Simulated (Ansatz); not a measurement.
Basis sets compared for Si(NMeEt)2Me2 (C₈H₂₂N₂Si). The state is a singlet with charge 0. Geometry PBE-D4/def2-SVP. Ansatz on 4 threads of Arm Neoverse V1 on a shared host; times are rough, and most runs start from earlier orbitals.

Cartesian coordinates in Å:
```
Si -0.0372 0.1525 -0.3900
N 1.2997 0.4097 0.7265
C 1.0197 0.9717 2.0354
C 2.6980 0.4417 0.3240
C 3.2149 1.8134 -0.1327
H 1.6344 0.4767 2.8247
H 1.2137 2.0701 2.1122
H -0.0460 0.8010 2.2927
H 3.3212 0.0831 1.1787
H 2.8574 -0.2954 -0.4908
H 4.2974 1.7747 -0.3756
H 2.6749 2.1591 -1.0389
H 3.0776 2.5843 0.6532
N -1.2047 -0.8447 0.4721
C -0.7598 -2.0967 1.0571
C -2.6471 -0.7029 0.3356
C -3.2756 -1.4991 -0.8176
H -1.2350 -2.2652 2.0530
H -0.9821 -2.9976 0.4330
H 0.3378 -2.0623 1.2165
H -3.1267 -1.0119 1.2959
H -2.8949 0.3722 0.2111
H -4.3797 -1.3832 -0.8312
H -2.8849 -1.1537 -1.7977
H -3.0557 -2.5833 -0.7333
C 0.6669 -0.6792 -1.9361
H 1.3943 -0.0396 -2.4773
H -0.1666 -0.9022 -2.6340
H 1.1658 -1.6405 -1.6961
C -0.9178 1.7511 -0.8866
H -0.1848 2.4265 -1.3747
H -1.3277 2.2861 -0.0053
H -1.7475 1.5835 -1.6040
```

B3LYP takes the VWN-RPA correlation.

Binding counts from free atoms (Si triplet, N quartet, C triplet, H doublet) in the same basis, without a counterpoise term.

```json
{"level": "HF/STO-3G", "functions": "81", "energy (Eh)": "-705.2427", "HOMO (eV)": "-6.83", "LUMO (eV)": "12.66", "binding per atom (eV)": "3.70", "wall time": "0.75 s"}
{"level": "HF/6-31G", "functions": "147", "energy (Eh)": "-713.3827", "HOMO (eV)": "-8.95", "LUMO (eV)": "5.19", "binding per atom (eV)": "2.80", "wall time": "2.1 s"}
{"level": "PBE-D4/def2-SVP", "functions": "268", "energy (Eh)": "-716.0355", "HOMO (eV)": "-4.53", "LUMO (eV)": "0.46", "binding per atom (eV)": "4.12", "wall time": "6 s"}
{"level": "B3LYP-D4/6-31G", "functions": "147", "energy (Eh)": "-717.0543", "HOMO (eV)": "-5.35", "LUMO (eV)": "1.65", "binding per atom (eV)": "3.93", "wall time": "4.9 s"}
{"level": "PBE0-D4/def2-SVP", "functions": "268", "energy (Eh)": "-716.1426", "HOMO (eV)": "-5.86", "LUMO (eV)": "1.29", "binding per atom (eV)": "4.07", "wall time": "11 s"}
```

Question: Estimate the rows for PBE-D4/def2-TZVP, B3LYP-D4/def2-TZVP, PBE0-D4/def2-TZVP.

Answer: 
```tsv
level	functions	energy (Eh)	HOMO (eV)	LUMO (eV)	binding per atom (eV)	wall time
PBE-D4/def2-TZVP	479	-716.6080	-4.69	0.00	4.09	13 s
B3LYP-D4/def2-TZVP	479	-717.4087	-5.76	0.48	4.03	28 s
PBE0-D4/def2-TZVP	479	-716.7021	-5.96	0.78	4.04	28 s
```
